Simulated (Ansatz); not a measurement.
Ansatz (a quantum-chemistry and plane-wave program) input (r2SCAN/def2-TZVPD):

Ansatz 0.2 input:
```yaml
crystal:
  periodic: [false, false, false]
  atoms:
    - {symbol: Tl, position_ang: [-0.00000000, -0.00000000, -1.24610888]}
    - {symbol: I, position_ang: [0.00000000, 0.00000000, 1.90443055]}
basis:
  gaussian:
    orbitals: def2-TZVPD
hamiltonian:
  xc: {name: r2SCAN}
total_charge: -1
magnetization: {spin_polarized: true, initial_magnetization: 1}
output: {forces: true}
```

End of the output:

```
integrals: 0.04 GiB planned
852 factors; their error is unknown
mean field: 0.43 GiB planned
mean field evaluation 1: about -12802.1134 eV, gradient 1.7e1 eV
mean field evaluation 2: about -12800.5563 eV, gradient 2.6e1 eV
mean field evaluation 4: about -12803.7628 eV, gradient 1.1e0 eV
mean field evaluation 8: about -12803.7661 eV, gradient 4.4e-2 eV
mean field evaluation 16: about -12803.7569 eV, gradient 7.4e-5 eV
mean field evaluation 32: about -12802.9339 eV, gradient 2.5e-1 eV
mean field evaluation 64: about -12802.8330 eV, gradient 2.6e0 eV
mean field -12803.75689567 eV, -470.5293872176 hartree, gradient 1.6e-5 eV, S^2 0.754546; 7 other end points of the search recorded, 0 dependent functions left out
the calculation of the forces begins
reference -12803.75693424 eV, -470.5293886350 hartree; 24, 23 occupied and 91, 92 virtual orbitals, 852 factors
Total energy: -12803.75693424 eV, -470.5293886350 hartree
Atom 0 at    -0.000000    -0.000000    -1.246109 Å, force    -0.000000    -0.000000     0.150711 eV/Å
Atom 1 at     0.000000     0.000000     1.904431 Å, force     0.000000    -0.000000    -0.150711 eV/Å
Dipole moment:     0.000000     0.000000    -0.568766 e Å
```
